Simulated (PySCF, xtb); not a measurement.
Te(GeH3)(OSiH3) (GeH₆OSiTe), SMILES [SiH3]O[Te][GeH3]. The values are those of a single conformer.

Harmonic wavenumbers (cm⁻¹) from GFN2-xTB run with xtb at its own minimum, in rising order: 56, 83, 103, 142, 154, 254, 406, 440, 447, 602, 626, 735, 762, 793, 830, 847, 866, 942, 1890, 1977, 2008, 2171, 2210, 2329.

What does B3LYP-D3(BJ)/def2-SVP (PySCF 2.14.0) give at its own minimum? (The exact figures need the calculation; the answer reports its results.)

48, 70, 83, 140, 145, 228, 474, 484, 501, 718, 727, 787, 862, 880, 904, 944, 958, 996, 2122, 2141, 2143, 2205, 2211, 2238. Paired by order, the mean absolute difference is 70 cm⁻¹ and the zero-point energies are 31.0 and 32.9 kcal/mol.
